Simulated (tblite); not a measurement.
A geometry optimisation, step by step.

Compound: C₄H₆ClFO.
Atom-mapped SMILES: `[CH3:1][CH2:2][C@H:3]([F:4])[C:5](=[O:6])[Cl:7]` (hydrogens: H8, H9, H10 on C1; H11, H12 on C2; H13 on C3)

Computed with GFN2-xTB (tblite), gas phase: L-BFGS steps from a force-field or distance-geometry start until the largest atomic force falls under 0.01 eV/Å. 7 of its 104 geometries are shown.

Step 0: E = -679.1414 eV, largest atomic force 2.376 eV/Å
```
atom  x, y, z in Å  |  force x, y, z in eV/Å
C1     -1.269   -0.450    0.590   -0.681   1.091   0.860
C2     -0.446   -0.484   -0.678    0.094  -0.873   0.097
C3      0.546    0.670   -0.648   -0.262  -0.116  -1.004
F4      1.326    0.672   -1.812   -0.443   0.065   0.578
C5      1.434    0.525    0.554    0.223   1.933   1.363
O6      1.465    1.393    1.402    0.330  -1.725  -0.901
Cl7     2.405   -0.930    0.627   -0.235   0.451   0.022
H8     -1.723    0.584    0.680    0.449  -1.077   0.147
H9     -0.618   -0.629    1.470   -0.638   0.068  -0.433
H10    -2.115   -1.154    0.579    0.570   0.134  -0.006
H11     0.142   -1.435   -0.671   -0.555   0.606  -0.504
H12    -1.144   -0.404   -1.520    0.559  -0.129  -0.081
H13    -0.006    1.641   -0.590    0.589  -0.428  -0.139
```

Step 17: E = -679.3800 eV, largest atomic force 0.125 eV/Å
```
atom  x, y, z in Å  |  force x, y, z in eV/Å
C1     -1.325   -0.443    0.620    0.036  -0.019  -0.045
C2     -0.467   -0.470   -0.640   -0.024   0.014   0.005
C3      0.562    0.662   -0.652   -0.030  -0.008   0.003
F4      1.331    0.565   -1.789   -0.008  -0.006  -0.011
C5      1.467    0.593    0.564   -0.013   0.067  -0.001
O6      1.517    1.376    1.454   -0.028  -0.020   0.004
Cl7     2.463   -0.837    0.552    0.108  -0.059   0.023
H8     -1.800    0.528    0.741    0.001  -0.030   0.007
H9     -0.715   -0.643    1.499   -0.045   0.032  -0.011
H10    -2.099   -1.205    0.561    0.033   0.040  -0.011
H11     0.070   -1.418   -0.712   -0.035   0.006  -0.023
H12    -1.082   -0.351   -1.534   -0.031  -0.061   0.039
H13     0.073    1.643   -0.680    0.037   0.044   0.022
```

Step 34: E = -679.3877 eV, largest atomic force 0.134 eV/Å
```
atom  x, y, z in Å  |  force x, y, z in eV/Å
C1     -1.338   -0.430    0.620    0.009  -0.018   0.004
C2     -0.474   -0.465   -0.632   -0.026  -0.008   0.004
C3      0.580    0.648   -0.653   -0.049  -0.028  -0.015
F4      1.323    0.526   -1.803    0.040   0.022  -0.003
C5      1.486    0.577    0.561   -0.111   0.065   0.036
O6      1.446    1.313    1.492    0.037  -0.043   0.004
Cl7     2.592   -0.769    0.510    0.037  -0.021  -0.035
H8     -1.834    0.531    0.722   -0.001   0.016   0.004
H9     -0.743   -0.607    1.512    0.026   0.027   0.019
H10    -2.097   -1.206    0.564   -0.018   0.007  -0.023
H11     0.042   -1.423   -0.714    0.010   0.012   0.012
H12    -1.096   -0.336   -1.521    0.018  -0.024   0.004
H13     0.111    1.641   -0.675    0.027  -0.007  -0.010
```

Step 52: E = -679.3958 eV, largest atomic force 0.042 eV/Å
```
atom  x, y, z in Å  |  force x, y, z in eV/Å
C1     -1.362   -0.384    0.620   -0.010  -0.001  -0.017
C2     -0.474   -0.474   -0.613    0.007  -0.021   0.000
C3      0.589    0.632   -0.654   -0.011  -0.004  -0.006
F4      1.321    0.507   -1.809    0.007  -0.002   0.000
C5      1.483    0.526    0.563   -0.003  -0.011  -0.039
O6      1.311    1.082    1.597    0.021   0.025   0.026
Cl7     2.797   -0.604    0.342    0.010   0.002  -0.008
H8     -1.865    0.579    0.659    0.003   0.013   0.023
H9     -0.782   -0.508    1.531   -0.021   0.026  -0.013
H10    -2.118   -1.164    0.590   -0.001  -0.008  -0.023
H11     0.040   -1.435   -0.646    0.008  -0.034   0.012
H12    -1.075   -0.383   -1.520    0.003   0.009   0.007
H13     0.130    1.629   -0.677   -0.013   0.006   0.037
```

Step 69: E = -679.4015 eV, largest atomic force 0.024 eV/Å
```
atom  x, y, z in Å  |  force x, y, z in eV/Å
C1     -1.411   -0.353    0.598    0.001   0.003   0.006
C2     -0.458   -0.503   -0.579   -0.007   0.000   0.004
C3      0.587    0.622   -0.627    0.000  -0.004   0.000
F4      1.271    0.557   -1.814    0.004  -0.015  -0.009
C5      1.531    0.497    0.547    0.008  -0.015   0.005
O6      1.356    0.961    1.625    0.005  -0.002   0.001
Cl7     2.922   -0.506    0.203   -0.019   0.014  -0.001
H8     -1.898    0.618    0.577   -0.010  -0.008  -0.011
H9     -0.882   -0.448    1.543    0.003   0.014   0.003
H10    -2.176   -1.124    0.554    0.014   0.001  -0.002
H11     0.062   -1.462   -0.531    0.006   0.001  -0.008
H12    -1.010   -0.465   -1.520   -0.001   0.005  -0.004
H13     0.102    1.607   -0.593   -0.004   0.007   0.016
```

Step 86: E = -679.4035 eV, largest atomic force 0.013 eV/Å
```
atom  x, y, z in Å  |  force x, y, z in eV/Å
C1     -1.433   -0.325    0.589   -0.009   0.005   0.008
C2     -0.460   -0.508   -0.566   -0.005  -0.001   0.001
C3      0.594    0.608   -0.616   -0.005  -0.005   0.002
F4      1.258    0.556   -1.815   -0.001   0.002   0.000
C5      1.551    0.456    0.545    0.007  -0.010  -0.002
O6      1.339    0.812    1.658    0.001   0.007   0.005
Cl7     3.018   -0.396    0.127   -0.007  -0.002  -0.001
H8     -1.961    0.621    0.497   -0.008  -0.001  -0.002
H9     -0.914   -0.335    1.543    0.004   0.002  -0.005
H10    -2.165   -1.129    0.586    0.006  -0.003   0.001
H11     0.048   -1.472   -0.492    0.009   0.001  -0.001
H12    -0.995   -0.482   -1.517    0.003  -0.002  -0.007
H13     0.115    1.594   -0.557    0.005   0.007   0.001
```

Step 103: E = -679.4042 eV, largest atomic force 0.009 eV/Å
```
atom  x, y, z in Å  |  force x, y, z in eV/Å
C1     -1.434   -0.330    0.585    0.000   0.000   0.000
C2     -0.455   -0.504   -0.567    0.000   0.001  -0.002
C3      0.591    0.620   -0.610   -0.001  -0.001  -0.002
F4      1.251    0.584   -1.811    0.002   0.000  -0.002
C5      1.553    0.458    0.545    0.001  -0.005  -0.006
O6      1.370    0.846    1.652    0.000   0.003   0.009
Cl7     2.976   -0.468    0.129    0.003  -0.001   0.000
H8     -1.993    0.597    0.475    0.000   0.002   0.001
H9     -0.912   -0.305    1.538    0.000   0.001   0.004
H10    -2.138   -1.157    0.598   -0.001  -0.003   0.000
H11     0.063   -1.463   -0.491    0.001   0.004   0.000
H12    -0.985   -0.483   -1.521   -0.001   0.000  -0.002
H13     0.109    1.605   -0.539   -0.003  -0.001  -0.001
```

Question: Summarise the path.

Answer: The energy falls by 25.35 kJ/mol from step 0 to step 103; nine tenths of that is first reached at step 16. It falls at every step. The largest force goes from 2.376 to 0.009 eV/Å. Among the bonds C1–H8 changes most, from 1.133 to 1.087 Å; the atoms move by 0.356 Å rms after alignment.

Question: Follow the three bonds and two angles with the largest change from start to end.

Answer: 
| step | E above end (kJ/mol) | largest force (eV/Å) | C1–H8 (Å) | C3–F4 (Å) | C2–H11 (Å) | H11–C2–H12 (°) | C3–C2–H12 (°) |
| --- | --- | --- | --- | --- | --- | --- | --- |
| 0 | 25.35 | 2.376 | 1.133 | 1.401 | 1.118 | 113.7 | 112.0 |
| 4 | 6.41 | 0.284 | 1.085 | 1.374 | 1.091 | 110.2 | 109.4 |
| 9 | 4.16 | 0.120 | 1.088 | 1.374 | 1.093 | 107.4 | 108.9 |
| 13 | 3.00 | 0.158 | 1.086 | 1.376 | 1.091 | 107.9 | 106.9 |
| 18 | 2.23 | 0.084 | 1.088 | 1.377 | 1.092 | 108.6 | 107.2 |
| 22 | 2.01 | 0.055 | 1.087 | 1.376 | 1.091 | 108.1 | 107.9 |
| 27 | 1.88 | 0.052 | 1.087 | 1.377 | 1.092 | 108.0 | 107.5 |
| 31 | 1.73 | 0.049 | 1.087 | 1.376 | 1.091 | 108.2 | 107.1 |
| 36 | 1.41 | 0.117 | 1.087 | 1.374 | 1.092 | 108.0 | 107.1 |
| 40 | 1.18 | 0.185 | 1.088 | 1.374 | 1.091 | 108.1 | 107.2 |
| 45 | 1.00 | 0.057 | 1.087 | 1.374 | 1.092 | 108.0 | 107.4 |
| 49 | 0.91 | 0.075 | 1.088 | 1.373 | 1.091 | 107.8 | 107.4 |
| 54 | 0.77 | 0.042 | 1.087 | 1.373 | 1.092 | 108.2 | 107.2 |
| 58 | 0.67 | 0.071 | 1.088 | 1.372 | 1.092 | 108.2 | 107.1 |
| 63 | 0.42 | 0.073 | 1.087 | 1.373 | 1.092 | 107.8 | 107.1 |
| 67 | 0.29 | 0.044 | 1.087 | 1.372 | 1.092 | 108.0 | 106.9 |
| 72 | 0.24 | 0.043 | 1.087 | 1.372 | 1.092 | 108.0 | 106.9 |
| 76 | 0.20 | 0.034 | 1.087 | 1.371 | 1.092 | 107.9 | 106.9 |
| 81 | 0.10 | 0.066 | 1.088 | 1.371 | 1.092 | 108.0 | 106.8 |
| 85 | 0.07 | 0.010 | 1.087 | 1.371 | 1.092 | 108.0 | 106.9 |
| 90 | 0.06 | 0.022 | 1.087 | 1.371 | 1.092 | 108.0 | 106.9 |
| 94 | 0.05 | 0.017 | 1.088 | 1.371 | 1.092 | 107.9 | 106.9 |
| 99 | 0.01 | 0.018 | 1.087 | 1.371 | 1.092 | 108.0 | 107.0 |
| 103 | 0.00 | 0.009 | 1.087 | 1.371 | 1.092 | 107.9 | 107.0 |
